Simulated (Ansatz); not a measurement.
All values below come from PBE-D3(BJ)/def2-TZVP (Ansatz, a first-principles code). No frequencies were computed at this level.

Ansatz 0.2 input:
```yaml
crystal:
  periodic: [false, false, false]
  atoms:
    - { symbol: Al, position_ang: [1.383511, 0.005196, 0.054916] }
    - { symbol: Si, position_ang: [-1.035942, -0.003519, -0.028316] }
    - { symbol: H, position_ang: [2.295018, 1.280207, 0.060644] }
    - { symbol: H, position_ang: [2.315494, -1.253225, 0.105821] }
    - { symbol: H, position_ang: [-1.614228, -1.107373, -0.830363] }
    - { symbol: H, position_ang: [-1.734804, -0.111851, 1.273858] }
    - { symbol: H, position_ang: [-1.609152, 1.221029, -0.637199] }
basis:
  gaussian: { orbitals: def2-tzvp }
hamiltonian:
  xc: pbe
  dispersion: d3bj
relax:
  max_steps: 150
```

Output:

```
Functional definition: PBE
731 factors; their error is unknown
mean field evaluation 1: about -14545.3540 eV, gradient 2.1e1 eV
mean field evaluation 2: about -14546.1840 eV, gradient 1.7e1 eV
mean field evaluation 4: about -14547.2418 eV, gradient 5.4e-1 eV
mean field evaluation 8: about -14547.2324 eV, gradient 5.0e-2 eV
mean field -14547.23245448 eV, -534.6009322340 hartree, gradient 2.9e-5 eV, S^2 0.000000; 0 other end points of the search recorded, 0 dependent functions left out
reference -14547.23250214 eV, -534.6009339854 hartree; 16, 16 occupied and 88, 88 virtual orbitals, 731 factors
relax step   1: F+E_penalty+E_count = -14547.33485226 eV  Δ(F+E_penalty+E_count) = +0.000e0 eV  max|allowed force component| = 5.829e-1 eV/Å  Δτ_max = 0.0000 Å  (23 SCF iters, accepted)
these checks for a lower state are left out or cut short: starts, cluster_reference, orbital_swaps, neighbouring_geometries, increment
731 factors; their error is unknown
mean field evaluation 16: about -14547.2977 eV, gradient 4.8e0 eV
mean field -14547.32916227 eV, -534.6044861795 hartree, gradient 2.0e-5 eV, S^2 0.000000; 0 other end points of the search recorded, 0 dependent functions left out
reference -14547.32920938 eV, -534.6044879109 hartree; 16, 16 occupied and 88, 88 virtual orbitals, 731 factors
relax step   2: F+E_penalty+E_count = -14547.43222834 eV  Δ(F+E_penalty+E_count) = -9.738e-2 eV  max|allowed force component| = 1.475e-1 eV/Å  Δτ_max = 0.1902 Å  (23 SCF iters, accepted)
these checks for a lower state are left out or cut short: starts, cluster_reference, orbital_swaps, neighbouring_geometries, increment
731 factors; their error is unknown
mean field -14547.33931364 eV, -534.6048592354 hartree, gradient 5.8e-5 eV, S^2 0.000000; 0 other end points of the search recorded, 0 dependent functions left out
reference -14547.33936089 eV, -534.6048609719 hartree; 16, 16 occupied and 88, 88 virtual orbitals, 731 factors
relax step   3: F+E_penalty+E_count = -14547.44177448 eV  Δ(F+E_penalty+E_count) = -9.546e-3 eV  max|allowed force component| = 2.209e-2 eV/Å  Δτ_max = 0.0604 Å  (22 SCF iters, accepted)
these checks for a lower state are left out or cut short: starts, cluster_reference, orbital_swaps, neighbouring_geometries, increment
731 factors; their error is unknown
mean field evaluation 32: about -14547.3398 eV, gradient 5.5e-6 eV
mean field -14547.33975476 eV, -534.6048754465 hartree, gradient 5.5e-6 eV, S^2 0.000000; 0 other end points of the search recorded, 0 dependent functions left out
reference -14547.33980201 eV, -534.6048771828 hartree; 16, 16 occupied and 88, 88 virtual orbitals, 731 factors
relax step   4: F+E_penalty+E_count = -14547.44227225 eV  Δ(F+E_penalty+E_count) = -4.978e-4 eV  max|allowed force component| = 2.110e-2 eV/Å  Δτ_max = 0.0115 Å  (20 SCF iters, accepted)
these checks for a lower state are left out or cut short: starts, cluster_reference, orbital_swaps, neighbouring_geometries, increment
731 factors; their error is unknown
mean field -14547.33987762 eV, -534.6048799615 hartree, gradient 6.2e-5 eV, S^2 0.000000; 0 other end points of the search recorded, 0 dependent functions left out
reference -14547.33992486 eV, -534.6048816975 hartree; 16, 16 occupied and 88, 88 virtual orbitals, 731 factors
relax step   5: F+E_penalty+E_count = -14547.44243459 eV  Δ(F+E_penalty+E_count) = -1.623e-4 eV  max|allowed force component| = 4.232e-2 eV/Å  Δτ_max = 0.0391 Å  (22 SCF iters, accepted)
these checks for a lower state are left out or cut short: starts, cluster_reference, orbital_swaps, neighbouring_geometries, increment
731 factors; their error is unknown
mean field -14547.34023414 eV, -534.6048930632 hartree, gradient 6.0e-5 eV, S^2 0.000000; 0 other end points of the search recorded, 0 dependent functions left out
reference -14547.34028138 eV, -534.6048947993 hartree; 16, 16 occupied and 88, 88 virtual orbitals, 731 factors
relax step   6: F+E_penalty+E_count = -14547.44278980 eV  Δ(F+E_penalty+E_count) = -3.552e-4 eV  max|allowed force component| = 1.967e-3 eV/Å  Δτ_max = 0.0109 Å  (22 SCF iters, accepted)
731 factors; their error is unknown
mean field -14547.34023414 eV, -534.6048930632 hartree, gradient 6.0e-5 eV, S^2 0.000000; 1 other end points of the search recorded, 0 dependent functions left out
reference -14547.34028138 eV, -534.6048947993 hartree; 16, 16 occupied and 88, 88 virtual orbitals, 731 factors
Total energy: -14547.44283704 eV, -534.6086636502 hartree
Atom 0 at     1.412007     0.012747     0.049788 Å, force    -0.000229    -0.000186    -0.001672 eV/Å
Atom 1 at    -1.047673     0.007339    -0.067926 Å, force    -0.001256    -0.000016     0.001967 eV/Å
Atom 2 at     2.231339     1.385400     0.080624 Å, force    -0.000649    -0.000259     0.000204 eV/Å
Atom 3 at     2.214104    -1.368147     0.131039 Å, force     0.000682     0.000285     0.000364 eV/Å
Atom 4 at    -1.581836    -1.150769    -0.857309 Å, force     0.000442    -0.000270    -0.000259 eV/Å
Atom 5 at    -1.610954    -0.119038     1.320013 Å, force    -0.000427    -0.000361     0.000058 eV/Å
Atom 6 at    -1.617089     1.262931    -0.656869 Å, force     0.001436     0.000807    -0.000662 eV/Å
Dipole moment:     0.045502     0.003931    -0.011484 e Å
```

Cost: around 11 core-seconds (rough).
